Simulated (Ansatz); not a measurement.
```yaml
crystal:
  periodic: [false, false, false]
  atoms:
    - {symbol: C, position_ang: [-1.823631, 0.718162, 1.001834]}
    - {symbol: O, position_ang: [-1.369905, -0.337870, 0.204322]}
    - {symbol: In, position_ang: [0.522455, -0.453312, -0.401181]}
    - {symbol: N, position_ang: [1.768395, 0.963249, 0.319414]}
    - {symbol: N, position_ang: [0.971972, -2.170677, -1.348994]}
    - {symbol: H, position_ang: [-1.271049, 0.811986, 1.948439]}
    - {symbol: H, position_ang: [-1.771951, 1.692829, 0.492490]}
    - {symbol: H, position_ang: [-2.875789, 0.544478, 1.256544]}
    - {symbol: H, position_ang: [2.613807, 1.137791, -0.204973]}
    - {symbol: H, position_ang: [1.331497, 1.849353, 0.531899]}
    - {symbol: H, position_ang: [1.726161, -2.131835, -2.019740]}
    - {symbol: H, position_ang: [0.178047, -2.624145, -1.780053]}
basis:
  gaussian: {orbitals: def2-TZVPPP}
magnetization: {spin_polarized: true, initial_magnetization: 0}
hamiltonian: {xc: {name: BHLYP}}
output: {forces: true}
```

```sh
$ ansatz run in.yaml --threads 4 --pin off --events-out ev --progress --plain --max-ram 10444MiB
```

(1) How does Ansatz answer? (Estimate.)

Results:

(1) The calculation gave: The input was rejected before any iteration.
```
Error: <dir> can't be read: No such file or directory (os error 2)
```
